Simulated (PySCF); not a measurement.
PySCF input for C₃H₅O₂, SMILES CCO[C]=O, multiplicity 2, B3LYP/pcH-1. Coordinates come from a PBE0-D3(BJ)/def2-SVP optimisation. The isomer is the one that the SMILES or the coordinates give; other isomers of the formula were not compared. One conformer was computed; it need not be the lowest.

```python
import numpy as np
from pyscf import gto, scf, dft
from pyscf.prop.hfc import uks as hfc

mol = gto.M(
    atom='''
    C    -1.77124811   -0.14407366    0.10131835
    C    -0.49308586   -0.74910821    0.62444672
    O     0.53006689    0.26347811    0.81608219
    C     1.20538822    0.63287098   -0.23713421
    O     1.14226648    0.26902115   -1.36492274
    H    -1.62271030    0.28304379   -0.90085507
    H    -2.13677614    0.64521078    0.77414176
    H    -2.54714143   -0.92113382    0.02747320
    H    -0.62482342   -1.19357988    1.61958641
    H    -0.09354106   -1.51166962   -0.06140717
    ''',
    basis='pcH-1',
    charge=0,
    spin=1,
    max_memory=1600,
    verbose=3,
)
mf = dft.UKS(mol, xc='b3lyp').density_fit(auxbasis='def2-universal-jkfit')
mf.grids.level = 3
mf.conv_tol = 1e-10
mf.max_cycle = 100
mf.kernel()
fine, coarse = mf.grids, dft.Grids(mol).set(level=1).build(with_non0tab=True)
for _ in range(3):  # follow internal instabilities
    mf.grids = coarse
    mo, _, stable, _ = mf.stability(return_status=True, nroots=4)
    mf.grids = fine
    if stable:
        break
    mf.kernel(mf.make_rdm1(mo, mf.mo_occ))
A = hfc.HFC(mf).make_fcdip(mf.make_rdm1())  # Fermi contact and dipolar terms, MHz
print('atom   A(iso)/MHz   principal dipolar parts/MHz')
for i, a in enumerate(A):
    w = np.linalg.eigvalsh((a + a.T) / 2)
    print(f'{mol.atom_symbol(i):2s}{i + 1:3d} {w.mean():12.2f}', (w - w.mean()).round(2))
```

Program output:

```

WARN: HOMO -0.197986804234251 >= LUMO -0.197986804234247

converged SCF energy = -267.739335758671  <S^2> = 0.75281436  2S+1 = 2.0028124
<class 'pyscf.df.df_jk.DFUKS'> wavefunction is stable in the internal stability analysis
atom   A(iso)/MHz   principal dipolar parts/MHz
C   1        -1.09 [-0.71 -0.59  1.29]
C   2        21.71 [-7.6  -6.72 14.32]
O   3      -235.56 [-21.87   9.28  12.59]
C   4       628.19 [-51.04 -42.96  94.01]
O   5       -54.39 [-98.7   45.41  53.29]
H   6         3.13 [-2.51 -1.54  4.05]
H   7         1.29 [-1.57 -1.38  2.96]
H   8        11.76 [-1.1  -1.03  2.13]
H   9         0.37 [-4.45 -1.07  5.52]
H  10        -4.79 [-5.5  0.4  5.1]
```

The run converged.

Cost: very roughly 3.0 core-minutes.
